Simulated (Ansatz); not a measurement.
`[NH2][Ga]([F])[Cl]` + `O[SiH3]` → `[NH2][Ga]([F])[O][SiH3]` + HCl at 400 K and 1 bar (ligand exchange at a Ga–Cl bond).

Computed with Ansatz on PBE0-D4/def2-TZVP structures; ΔE is electronic, products minus reactants. CBS: MP2 limit from def2 TZ/QZ plus the TZ coupled-cluster correction, frozen cores. This one scheme is used for every species. For Ga outer-core shells are correlated without core-valence functions, which leaves a few kJ/mol of doubt a bond. Scalar relativity is left out up to krypton. One conformer a species, not always the lowest.

```json
{"species": "`[NH2][Ga]([F])[Cl]`", "CCSD(T)/CBS energy (Eh)": "-2539.54166", "H − E (kJ/mol)": "103.4", "S (J/(mol·K))": "362.5"}
{"species": "`O[SiH3]`", "CCSD(T)/CBS energy (Eh)": "-366.69042", "H − E (kJ/mol)": "120.0", "S (J/(mol·K))": "276.4"}
{"species": "`[NH2][Ga]([F])[O][SiH3]`", "CCSD(T)/CBS energy (Eh)": "-2445.83503", "H − E (kJ/mol)": "188.7", "S (J/(mol·K))": "437.7"}
{"species": "HCl", "CCSD(T)/CBS energy (Eh)": "-460.38127", "H − E (kJ/mol)": "29.6", "S (J/(mol·K))": "195.4"}
```

H − E and S are ideal-gas, rigid-rotor, harmonic terms from PBE0-D4/def2-TZVP, for one conformer and one mirror image of each species. 1 Eh = 2625.50 kJ/mol, R = 8.31446 J/(mol·K).

Question: By hand: ΔE, ΔH, ΔS and ΔG.

Answer: ΔE = (-2445.83503) + (-460.38127) − (-2539.54166) − (-366.69042) = 0.01578 Eh = 41.4 kJ/mol. Δ(H − E) = 188.7 + 29.6 − 103.4 − 120.0 = -5.1, so ΔH = 36.3 kJ/mol. ΔS = 437.7 + 195.4 − 362.5 − 276.4 = -5.8 J/(mol·K). ΔG = 36.3 − 400 × (-5.8)/1000 = 38.6 kJ/mol.

Question: By hand: the equilibrium constant, and the temperature at which ΔG would vanish if ΔH and ΔS stayed fixed.

Answer: log₁₀ K = −ΔG/(RT ln 10) = -5.0. ΔH and −TΔS have one sign here, so there is no such temperature.

The number of gas molecules stays the same, so ΔS is small and ΔH decides. A doubt of 5 kJ/mol in ΔE shifts log₁₀ K by 0.7 here. Other conformers and mirror images would add mixing entropy, several J/(mol·K) or more a flexible species. Modes under 60 cm⁻¹, often nearly free rotors, make the harmonic entropy too high. These are equilibria of isolated gas molecules and say nothing of rates. Largest T1 diagnostic: 0.013 (customary marks: 0.02 for closed shells, 0.045 for open ones).

ΔS is within the doubt of such terms, so its sign, and with it that verdict, could turn.
